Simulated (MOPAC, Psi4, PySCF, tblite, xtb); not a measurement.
Dimer BF3 ··· O2S (SMILES FB(F)F and O=S=O) at R = 3.16 Å between the centres of mass, closest contact 2.12 Å (lowest of the rigid-body minima from ten starts at GFN2-xTB). Geometry in Å and degrees:

```
O
S 1 1.4386
O 2 1.4386 1 118.87
B 1 2.1237 2 119.57 3 -176.91
F 4 1.3152 1 91.07 2 150.34
F 4 1.3155 5 119.98 1 89.46
F 4 1.3156 5 119.97 6 179.94
```

Computed with: GFN2-xTB (tblite); SAPT0/jun-cc-pVDZ, frozen core (Psi4); B3LYP/def2-TZVP, counterpoise-corrected (Psi4); B3LYP-D3(BJ)/def2-TZVP, counterpoise-corrected (Psi4); PBE/def2-TZVP, counterpoise-corrected (Psi4); PBE-D3(BJ)/def2-TZVP, counterpoise-corrected (Psi4); HF/aug-cc-pVDZ, counterpoise-corrected (Psi4); MP2/aug-cc-pVDZ = DF-MP2/aug-cc-pVDZ, frozen core, counterpoise-corrected in Psi4 1.11; SCS-MP2/aug-cc-pVDZ = DF-SCS-MP2/aug-cc-pVDZ, frozen core, counterpoise-corrected run with Psi4; AM1, restricted, heats of formation (MOPAC); PM6, restricted, heats of formation (MOPAC); GFN1-xTB (xtb); RKS-B3LYP/6-31G* = restricted B3LYP/6-31G*, spherical d, no counterpoise correction in PySCF 2.14.0; RKS-B3LYP/LANL2DZ = restricted B3LYP/LANL2DZ, with its core potentials past Ne, no counterpoise correction in PySCF 2.14.0; RKS-BP86/6-31G* = restricted BP86/6-31G*, spherical d, no counterpoise correction run with PySCF; RHF/6-31G* = restricted Hartree-Fock/6-31G*, spherical d, no counterpoise correction run with PySCF.

Task: What interaction energy does each level give?

Result: 
```csv
method,E_int / kJ/mol
GFN2-xTB,-39.72
PM6,-36.55
AM1,-17.28
RKS-B3LYP/LANL2DZ,-14.16
SAPT0/jun-cc-pVDZ,0.39
GFN1-xTB,4.62
RKS-B3LYP/6-31G*,4.88
RHF/6-31G*,5.92
B3LYP-D3(BJ)/def2-TZVP,11.67
RKS-BP86/6-31G*,11.97
PBE-D3(BJ)/def2-TZVP,15.14
MP2/aug-cc-pVDZ,17.99
PBE/def2-TZVP,21.17
HF/aug-cc-pVDZ,22.05
SCS-MP2/aug-cc-pVDZ,22.06
B3LYP/def2-TZVP,22.33
```
